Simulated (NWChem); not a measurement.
System: MgSiH4O; SMILES [MgH][O][SiH3]

Here is an NWChem input.

```
start job
memory heap 200 mb stack 900 mb global 1100 mb
geometry units angstroms noautosym nocenter noautoz
  Mg     0.007277     1.934683     0.006172
  H      0.016540     3.623183     0.013208
  O     -0.000667     0.132455     0.000078
  Si    -0.000320    -1.503191    -0.000632
  H     -1.080880    -2.054045    -0.883813
  H     -0.224419    -2.054346     1.376749
  H      1.305116    -2.053091    -0.495320
end
basis spherical
  * library 6-311g**
end
dft
  xc bhlyp
  iterations 150
end
tddft
  cis
  ecut -63.0
  nroots 6
  notriplet
end
task tddft energy
```

NWChem printed, in part:

```
             Northwest Computational Chemistry Package (NWChem) 7.3.0
             --------------------------------------------------------

                             Geometry "geometry" -> ""
                             -------------------------

 Output coordinates in angstroms (scale by  1.889725989 to convert to a.u.)

  No.       Tag          Charge          X              Y              Z
 ---- ---------------- ---------- -------------- -------------- --------------
    1 Mg                  12.0000     0.00727700     1.93468300     0.00617200
    2 H                    1.0000     0.01654000     3.62318300     0.01320800
    3 O                    8.0000    -0.00066700     0.13245500     0.00007800
    4 Si                  14.0000    -0.00032000    -1.50319100    -0.00063200
    5 H                    1.0000    -1.08088000    -2.05404500    -0.88381300
    6 H                    1.0000    -0.22441900    -2.05434600     1.37674900
    7 H                    1.0000     1.30511600    -2.05309100    -0.49532000

 Effective nuclear repulsion energy (a.u.)     121.8466419486

                                 NWChem DFT Module
                                 -----------------

 Summary of "ao basis" -> "ao basis" (spherical)
 ------------------------------------------------------------------------------
       Tag                 Description            Shells   Functions and Types
 ---------------- ------------------------------  ------  ---------------------
 Mg                         6-311g**                12       26   6s5p1d
 H                          6-311g**                 4        6   3s1p
 O                          6-311g**                 8       18   4s3p1d
 Si                         6-311g**                12       26   6s5p1d

            General Information
            -------------------
          SCF calculation type: DFT
          Wavefunction type:  closed shell.
          No. of atoms     :     7
          No. of electrons :    38
           Alpha electrons :    19
            Beta electrons :    19
          Charge           :     0
          Spin multiplicity:     1
          Use of symmetry is: off; symmetry adaption is: off
          Maximum number of iterations: 150
          AO basis - number of functions:    94
                     number of shells:    48
          Convergence on energy requested:  1.00D-06
          Convergence on density requested:  1.00D-05
          Convergence on gradient requested:  5.00D-04

[...]

                                NWChem TDDFT Module
                                -------------------

            General Information
            -------------------
           No. of orbitals :     188
            Alpha orbitals :      94
             Beta orbitals :      94
        Alpha frozen cores :       0
         Beta frozen cores :       0
     Alpha frozen virtuals :       0
      Beta frozen virtuals :       0
         Spin multiplicity :       1
    Number of AO functions :      94
        Use of symmetry is : off
      Symmetry adaption is : off
         Schwarz screening :  0.10D-07

              XC Information
              --------------
                 BHLYP Method XC Functional
              Hartree-Fock (Exact) Exchange   0.50
                 Slater Exchange Functional   0.50 local
             Becke 1988 Exchange Functional   0.50 non-local
       Lee-Yang-Parr Correlation Functional   1.00

             TDDFT Information
             -----------------
          Calculation type : Tamm-Dancoff TDDFT
         Wavefunction type : Restricted singlets
          No. of electrons :      38
           Alpha electrons :      19
            Beta electrons :      19
              No. of roots :       6
          Max subspacesize :    5200
            Max iterations :     100
               Target root :       1
           Target symmetry : none
             Energy Cutoff :-0.63D+02
      Symmetry restriction : off
                 Algorithm : Optimal
        Davidson threshold :  0.10D-03

    6 smallest eigenvalue differences (eV)
--------------------------------------------------------
  No. Spin  Occ  Vir  Irrep   E(Occ)    E(Vir)   E(Diff)
--------------------------------------------------------
    1    1    1   20 a       -67.126    -0.010  1826.344
    2    1    1   21 a       -67.126     0.006  1826.769
    3    1    1   22 a       -67.126     0.006  1826.769
    4    1    1   23 a       -67.126     0.068  1828.463
    5    1    1   24 a       -67.126     0.088  1828.987
    6    1    1   25 a       -67.126     0.107  1829.508
--------------------------------------------------------

  Entering Davidson iterations
  Restricted singlet excited states

  Iter   NTrls   NConv    DeltaV     DeltaE      Time
  ----  ------  ------  ---------  ---------  ---------
    1      6       0     0.11E+00   0.10+100        5.9
    2     12       0     0.15E-01   0.19E-01        6.1
    3     18       0     0.85E-01   0.48E-01        6.0
    4     24       0     0.29E-01   0.24E-01        6.0
    5     30       2     0.90E-02   0.18E-02        5.9
    6     34       2     0.25E-02   0.62E-04        5.4
    7     38       5     0.21E-03   0.11E-05        5.4
    8     39       6     0.22E-04   0.54E-08        4.6
  ----  ------  ------  ---------  ---------  ---------
  Convergence criterion met

  Ground state a        -567.254858536950 a.u.

  ----------------------------------------------------------------------------
  Root   1 singlet a             67.006115795 a.u.             1823.3300 eV
  ----------------------------------------------------------------------------
     Transition Moments    X -0.00001   Y  0.00805   Z -0.00000
     Dipole Oscillator Strength                    0.0028912443
     Electric Quadrupole                           0.0010873920
     Magnetic Dipole                               0.0000000033
     Total Oscillator Strength                     0.0039786396

[...]
```

Level: BHandHLYP/6-311G** (spherical d), restricted-window TDA. Coordinates come from a PBE0/def2-SVP optimisation. The quadrupole and magnetic terms of the printed total strengths depend on the origin.
